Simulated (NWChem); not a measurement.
System: C$_{4}$H$_{5}$BO; SMILES C1=CB(O)C=C1

Here is an NWChem input.

```
start job
memory heap 200 mb stack 900 mb global 1100 mb
geometry units angstroms
  O      2.101093     0.083086     0.145424
  B      0.778517     0.011198     0.056319
  C     -0.224001     1.233851    -0.069595
  C     -1.453989     0.716866    -0.136598
  C     -1.440310    -0.759428    -0.069968
  C     -0.200343    -1.243666     0.042017
  H      2.586379    -0.739945     0.215098
  H     -0.021266     2.290583    -0.101936
  H     -2.380295     1.262700    -0.228631
  H     -2.356305    -1.329101    -0.111505
  H      0.015062    -2.299071     0.104623
end
basis spherical
  * library def2-svp
end
dft
  xc xpbe96 cpbe96
  disp vdw 4
  iterations 150
end
driver
  maxiter 120
end
task dft optimize
task dft freq
```

Output (shortened):

```
             Northwest Computational Chemistry Package (NWChem) 7.3.0
             --------------------------------------------------------

 CS  symmetry detected

                             Geometry "geometry" -> ""
                             -------------------------

 Output coordinates in angstroms (scale by  1.889725989 to convert to a.u.)

  No.       Tag          Charge          X              Y              Z
 ---- ---------------- ---------- -------------- -------------- --------------
    1 O                    8.0000     0.06465919    -2.13975955     0.00000000
    2 B                    5.0000     0.01013495    -0.81335954     0.00000000
    3 C                    6.0000     1.24721841     0.17931440     0.00000000
    4 C                    6.0000     0.74614667     1.41768283     0.00000000
    5 C                    6.0000    -0.73171304     1.41882864     0.00000000
    6 C                    6.0000    -1.23292390     0.18055182     0.00000000
    7 H                    1.0000    -0.76550371    -2.61784341     0.00000000
    8 H                    1.0000     2.30224665    -0.03456724     0.00000000
    9 H                    1.0000     1.30484124     2.34088675     0.00000000
   10 H                    1.0000    -1.28971502     2.34291275     0.00000000
   11 H                    1.0000    -2.29218633    -0.02478088     0.00000000

 Effective nuclear repulsion energy (a.u.)     193.3397042923

      Symmetry information
      --------------------

 Group name             Cs
 Group number              2
 Group order               2
 No. of unique centers    11

                                Z-matrix (autoz)
                                --------

 Units are Angstrom for bonds and degrees for angles

      Type          Name      I     J     K     L     M      Value
      ----------- --------  ----- ----- ----- ----- ----- ----------
    1 Stretch                  1     2                       1.32752
    2 Stretch                  1     7                       0.95798
    3 Stretch                  2     3                       1.58612
    4 Stretch                  2     6                       1.59156
    5 Stretch                  3     4                       1.33590
    6 Stretch                  3     8                       1.07649
    7 Stretch                  4     5                       1.47786
    8 Stretch                  4     9                       1.07909
    9 Stretch                  5     6                       1.33587
   10 Stretch                  5    10                       1.07949
   11 Stretch                  6    11                       1.07898
   12 Bend                     1     2     3               126.39070
   13 Bend                     1     2     6               130.99868
   14 Bend                     2     1     7               117.58335
   15 Bend                     2     3     4               106.71527
   16 Bend                     2     3     8               129.79533
   17 Bend                     2     6     5               106.60838
   18 Bend                     2     6    11               130.38481
   19 Bend                     3     2     6               102.61062
   20 Bend                     3     4     5               112.07379
   21 Bend                     3     4     9               126.78960
   22 Bend                     4     3     8               123.48940
   23 Bend                     4     5     6               111.99195
   24 Bend                     4     5    10               121.16982
   25 Bend                     5     4     9               121.13661
   26 Bend                     5     6    11               123.00681
   27 Bend                     6     5    10               126.83823
   28 Torsion                  1     2     3     4         180.00000
   29 Torsion                  1     2     3     8           0.00000
   30 Torsion                  1     2     6     5         180.00000
   31 Torsion                  1     2     6    11           0.00000
   32 Torsion                  2     3     4     5           0.00000
   33 Torsion                  2     3     4     9         180.00000
   34 Torsion                  2     6     5     4           0.00000
   35 Torsion                  2     6     5    10         180.00000
   36 Torsion                  3     2     1     7         180.00000
   37 Torsion                  3     2     6     5          -0.00000
   38 Torsion                  3     2     6    11         180.00000
   39 Torsion                  3     4     5     6           0.00000
   40 Torsion                  3     4     5    10         180.00000
   41 Torsion                  4     3     2     6           0.00000
   42 Torsion                  4     5     6    11         180.00000
   43 Torsion                  5     4     3     8         180.00000
   44 Torsion                  6     2     1     7          -0.00000
   45 Torsion                  6     2     3     8         180.00000
   46 Torsion                  6     5     4     9         180.00000
   47 Torsion                  8     3     4     9           0.00000
   48 Torsion                  9     4     5    10          -0.00000
   49 Torsion                 10     5     6    11           0.00000

  pbe96 is a nonlocal functional; adding pw91lda local functional.

                           NWChem Geometry Optimization
                           ----------------------------

[...]

      ----------------------
      Optimization converged
      ----------------------

  Step       Energy      Delta E   Gmax     Grms     Xrms     Xmax
  ---- ---------------- -------- -------- -------- -------- --------
@    5    -255.01201945 -3.2D-07  0.00003  0.00001  0.00046  0.00128
                                     ok       ok       ok       ok

                                Z-matrix (autoz)
                                --------

 Units are Angstrom for bonds and degrees for angles

[...]

 Rotational Constants
 --------------------
 A=   0.248481 cm-1  (  0.357501 K)
 B=   0.114107 cm-1  (  0.164170 K)
 C=   0.078197 cm-1  (  0.112506 K)

 Temperature                      =   298.15K
 frequency scaling parameter      =   1.0000

 Zero-Point correction to Energy  =   51.321 kcal/mol  (  0.081786 au)
 Thermal correction to Energy     =   54.707 kcal/mol  (  0.087182 au)
 Thermal correction to Enthalpy   =   55.300 kcal/mol  (  0.088126 au)

 Total Entropy                    =   73.394 cal/mol-K
   - Translational                =   39.037 cal/mol-K (mol. weight =  80.0433)
   - Rotational                   =   26.078 cal/mol-K (symmetry #  =        1)
   - Vibrational                  =    8.278 cal/mol-K

 Cv (constant volume heat capacity) =   20.429 cal/mol-K
   - Translational                  =    2.979 cal/mol-K
   - Rotational                     =    2.979 cal/mol-K
   - Vibrational                    =   14.470 cal/mol-K

[normal modes left out]

 ----------------------------------------------------------------------------
 Normal Eigenvalue ||           Projected Infra Red Intensities
  Mode   [cm**-1]  || [atomic units] [(debye/angs)**2] [(KM/mol)] [arbitrary]
 ------ ---------- || -------------- ----------------- ---------- -----------
    1       -0.000 ||    0.000131           0.003         0.128       0.050
    2       -0.000 ||    0.000862           0.020         0.841       0.329
    3       -0.000 ||    0.000269           0.006         0.262       0.102
    4        0.000 ||    0.000387           0.009         0.377       0.147
    5        0.000 ||    0.000000           0.000         0.000       0.000
    6        0.000 ||    0.000000           0.000         0.000       0.000
    7      143.311 ||    0.002784           0.064         2.714       1.061
    8      343.334 ||    0.009191           0.212         8.960       3.503
    9      382.364 ||    0.007724           0.178         7.530       2.944
   10      539.132 ||    0.000758           0.017         0.739       0.289
   11      579.795 ||    0.021979           0.507        21.426       8.377
   12      642.769 ||    0.044823           1.034        43.696      17.084
   13      685.985 ||    0.003233           0.075         3.152       1.232
   14      721.495 ||    0.007603           0.175         7.412       2.898
   15      740.277 ||    0.122665           2.830       119.580      46.752
   16      777.028 ||    0.000072           0.002         0.070       0.027
   17      921.645 ||    0.073009           1.684        71.173      27.826
   18      926.873 ||    0.010457           0.241        10.194       3.986
   19      963.810 ||    0.000034           0.001         0.033       0.013
   20      965.701 ||    0.000170           0.004         0.166       0.065
   21     1036.268 ||    0.001360           0.031         1.326       0.518
   22     1058.226 ||    0.011371           0.262        11.085       4.334
   23     1142.562 ||    0.107896           2.489       105.183      41.123
   24     1272.021 ||    0.009239           0.213         9.007       3.521
   25     1297.931 ||    0.000281           0.006         0.274       0.107
   26     1414.889 ||    0.262959           6.067       256.346     100.224
   27     1554.847 ||    0.040499           0.934        39.481      15.436
   28     1599.026 ||    0.000952           0.022         0.928       0.363
   29     3091.218 ||    0.011626           0.268        11.333       4.431
   30     3105.138 ||    0.028707           0.662        27.985      10.941
   31     3135.905 ||    0.007476           0.172         7.288       2.849
   32     3153.059 ||    0.003852           0.089         3.755       1.468
   33     3722.421 ||    0.073460           1.695        71.613      27.998
 ----------------------------------------------------------------------------
```

Level: PBE-D3(BJ)/def2-SVP.
